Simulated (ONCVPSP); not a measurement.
# An all-electron radial function and its pseudo partner (Al)

Columns: radius, all-electron u(r) and pseudo u(r) of the 3p shell (level -2.91 eV) of aluminium in the configuration [Ne] 3s1.75 3p1.25; PW91, scalar-relativistic, ONCV scheme, ONCVPSP 4.0.1.

| r (bohr) | all-electron | pseudo |
| --- | --- | --- |
| 0.132 | -0.1074 | 0.0044 |
| 0.265 | -0.2017 | 0.0174 |
| 0.398 | -0.2146 | 0.0385 |
| 0.530 | -0.1712 | 0.0668 |
| 0.663 | -0.0980 | 0.1016 |
| 0.795 | -0.0137 | 0.1412 |
| 0.928 | 0.0727 | 0.1850 |
| 1.060 | 0.1544 | 0.2308 |
| 1.193 | 0.2296 | 0.2778 |
| 1.325 | 0.2960 | 0.3239 |
| 1.458 | 0.3546 | 0.3684 |
| 1.590 | 0.4047 | 0.4094 |
| 1.723 | 0.4474 | 0.4466 |
| 1.855 | 0.4823 | 0.4790 |
| 1.988 | 0.5102 | 0.5065 |
| 2.120 | 0.5314 | 0.5285 |
| 2.252 | 0.5466 | 0.5449 |
| 2.385 | 0.5565 | 0.5559 |
| 2.518 | 0.5616 | 0.5615 |
| 2.650 | 0.5626 | 0.5626 |
| 2.782 | 0.5601 | 0.5600 |
| 2.915 | 0.5544 | 0.5544 |
| 3.048 | 0.5462 | 0.5462 |
| 3.180 | 0.5359 | 0.5359 |
| 3.312 | 0.5239 | 0.5239 |
| 3.445 | 0.5103 | 0.5103 |

(1) How many radial nodes do the two functions have?

(2) At about which radius was the pseudo-wave matched?

(3) Is the pseudo-wave norm-conserving?

Answers

(1) The all-electron 3p function has n − l − 1 = 1; the pseudo-wave has 0, since the states of the same l below it are removed with the core.

(2) 2.60 bohr, where the columns begin to agree (steps of 0.13 bohr).

(3) Yes: the ONCV scheme keeps the norm inside the radius equal to the all-electron one, which fixes the energy derivative of the logarithmic derivative at the level.
